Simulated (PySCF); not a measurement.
## Trend along the 4d metals: MB molecules

PBE0 with triple-zeta basis sets in PySCF, for the lowest determinant that a PBE0 search found; no spin–orbit coupling. De refers to high-spin ground-configuration atoms. A positive dipole means M(−)B(+).

```json
{"M": "Y", "basis": "def2-TZVPP", "state (unpaired electrons)": "quintet (σ ↑↑, π ↑↑)", "Re (Å)": "2.215", "ωe (cm⁻¹)": "591", "De (eV)": "2.56", "μ (D)": "-4.94"}
{"M": "Zr", "basis": "x2c-TZVPPall", "state (unpaired electrons)": "sextet (σ ↑↑, π ↑↑, δ ↑)", "Re (Å)": "2.145", "ωe (cm⁻¹)": "623", "De (eV)": "n/a", "μ (D)": "-3.65"}
{"M": "Nb", "basis": "def2-TZVPP", "state (unpaired electrons)": "septet (σ ↑↑, π ↑↑, δ ↑↑)", "Re (Å)": "2.098", "ωe (cm⁻¹)": "639", "De (eV)": "3.11", "μ (D)": "-2.74"}
{"M": "Rh", "basis": "x2c-TZVPPall", "state (unpaired electrons)": "singlet (closed shell)", "Re (Å)": "1.671", "ωe (cm⁻¹)": "986", "De (eV)": "5.13", "μ (D)": "-3.03"}
{"M": "Pd", "basis": "def2-TZVPP", "state (unpaired electrons)": "doublet (σ ↑)", "Re (Å)": "1.770", "ωe (cm⁻¹)": "772", "De (eV)": "3.90", "μ (D)": "-1.45"}
{"M": "Ag", "basis": "x2c-TZVPPall", "state (unpaired electrons)": "singlet (closed shell)", "Re (Å)": "2.089", "ωe (cm⁻¹)": "446", "De (eV)": "1.80", "μ (D)": "-1.61"}
{"M": "Cd", "basis": "def2-TZVPP", "state (unpaired electrons)": "doublet (π ↑)", "Re (Å)": "2.424", "ωe (cm⁻¹)": "267", "De (eV)": "0.45", "μ (D)": "-1.92"}
```

The shortest bond is that of BRh (1.671 Å), the longest that of CdB (2.424 Å).

The rows differ in basis set, which adds steps of its own.

The state changes along the series, so neighbouring rows are not always alike in their bonding.

De is left out where the level can put another filling of the metal’s s and d shells below the measured ground configuration, by anything from nothing to about 1 eV. Weak bonds: CdB. Basis-set superposition, not corrected here, can be much of De in a small basis, most of all at correlated wavefunction levels. Functionals without a dispersion term scatter widely for such bonds, and LDA overbinds them. The metal atom is held in its measured ground configuration; semilocal functionals can put another filling of s and d lower by some tenths of an eV, and De to that atom would be smaller. Spin–orbit coupling is left out. States were picked by a PBE0 search and need not be the measured ground states.
